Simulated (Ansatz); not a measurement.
`BCB` + `CBS` → `BSBC` + `BC` at 600 K and 1 bar (ligand exchange at a B–C bond).

Calculated with Ansatz (gas phase, PBE0-D4/def2-TZVP geometries, no zero-point term in ΔE). CCSD(T)/CBS is the MP2 limit (def2-TZVPP, def2-QZVPP) plus CCSD(T) − MP2 in def2-TZVPP, frozen cores. This one scheme is used for every species. Each species was taken in one conformer, which may not be the lowest.

```
species  CCSD(T)/CBS energy (Eh)  H − E (kJ/mol)  S (J/(mol·K))
  `BCB`                -91.21084           222.9          350.8
  `CBS`               -463.66090           197.7          348.9
 `BSBC`               -489.06011           244.3          406.5
   `BC`                -65.83255           180.5          296.9
```

H − E and S are ideal-gas, rigid-rotor, harmonic terms from PBE0-D4/def2-TZVP, for one conformer and one mirror image of each species. 1 Eh = 2625.50 kJ/mol, R = 8.31446 J/(mol·K).

**Question.** By hand: ΔE, ΔH, ΔS and ΔG.

**Answer.** ΔE = (-489.06011) + (-65.83255) − (-91.21084) − (-463.66090) = -0.02092 Eh = -54.9 kJ/mol. Δ(H − E) = 244.3 + 180.5 − 222.9 − 197.7 = 4.2, so ΔH = -50.7 kJ/mol. ΔS = 406.5 + 296.9 − 350.8 − 348.9 = 3.7 J/(mol·K). ΔG = -50.7 − 600 × (3.7)/1000 = -52.9 kJ/mol.

**Question.** By hand: the equilibrium constant, and the temperature at which ΔG would vanish if ΔH and ΔS stayed fixed.

**Answer.** log₁₀ K = −ΔG/(RT ln 10) = 4.6. ΔH and −TΔS have one sign here, so there is no such temperature. One of them is within its doubt of zero, so this could turn.

The number of gas molecules stays the same, so ΔS is small and ΔH decides. A doubt of 5 kJ/mol in ΔE shifts log₁₀ K by 0.4 here. Other conformers and mirror images would add mixing entropy, several J/(mol·K) or more a flexible species. These are equilibria of isolated gas molecules and say nothing of rates. Largest T1 diagnostic: 0.013 (customary marks: 0.02 for closed shells, 0.045 for open ones).
